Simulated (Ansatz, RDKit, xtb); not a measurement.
Two conformers of C5H10S (SMILES C1CCSCC1), B3LYP-D3(BJ)/def2-TZVP minima.
Conformer 1 (charge 0, multiplicity 1):
```xyz
16

C     -0.111    -0.811     0.876
C     -1.362    -0.301     0.158
C     -1.197     1.118    -0.373
S      0.159     1.268    -1.580
C      1.486     0.551    -0.558
C      1.133    -0.829    -0.015
H     -0.297    -1.817     1.261
H      0.083    -0.177     1.749
H     -1.604    -0.967    -0.675
H     -2.212    -0.325     0.846
H     -2.093     1.451    -0.898
H     -1.017     1.817     0.449
H      1.712     1.239     0.261
H      2.362     0.508    -1.205
H      1.984    -1.212     0.557
H      0.974    -1.513    -0.853
```
Conformer 2 (charge 0, multiplicity 1):
```json
[
 {"atom": "C", "x (Å)": "-0.1638", "y (Å)": "-1.1677", "z (Å)": "-0.3348"},
 {"atom": "C", "x (Å)": "-1.4281", "y (Å)": "-0.3218", "z (Å)": "-0.0846"},
 {"atom": "C", "x (Å)": "-1.1212", "y (Å)": "1.1476", "z (Å)": "0.2220"},
 {"atom": "S", "x (Å)": "0.2317", "y (Å)": "1.8049", "z (Å)": "-0.8025"},
 {"atom": "C", "x (Å)": "1.5754", "y (Å)": "0.6850", "z (Å)": "-0.2335"},
 {"atom": "C", "x (Å)": "1.0573", "y (Å)": "-0.6116", "z (Å)": "0.3977"},
 {"atom": "H", "x (Å)": "-0.3481", "y (Å)": "-2.1997", "z (Å)": "-0.0312"},
 {"atom": "H", "x (Å)": "0.0555", "y (Å)": "-1.1915", "z (Å)": "-1.4048"},
 {"atom": "H", "x (Å)": "-1.9882", "y (Å)": "-0.7337", "z (Å)": "0.7610"},
 {"atom": "H", "x (Å)": "-2.0818", "y (Å)": "-0.3819", "z (Å)": "-0.9564"},
 {"atom": "H", "x (Å)": "-1.9831", "y (Å)": "1.7820", "z (Å)": "0.0173"},
 {"atom": "H", "x (Å)": "-0.8652", "y (Å)": "1.2885", "z (Å)": "1.2728"},
 {"atom": "H", "x (Å)": "2.1605", "y (Å)": "0.4594", "z (Å)": "-1.1260"},
 {"atom": "H", "x (Å)": "2.2198", "y (Å)": "1.2228", "z (Å)": "0.4625"},
 {"atom": "H", "x (Å)": "0.8095", "y (Å)": "-0.4400", "z (Å)": "1.4485"},
 {"atom": "H", "x (Å)": "1.8699", "y (Å)": "-1.3422", "z (Å)": "0.3919"}
]
```

No zero-point or thermal terms.

Programs: Ansatz (a program for electronic structure); RDKit for the force fields; xtb for the GFN methods. Each number belongs to the level named beside it.

Question: One of these levels gives 26.4 kJ/mol for the electronic energy of conformer 2 less that of conformer 1. Name it.
(A) GFN-FF
(B) HF/cc-pV(D+d)Z
(C) UFF

Answer: B, HF/cc-pV(D+d)Z. The others give 34.7 (UFF), 21.6 (GFN-FF)
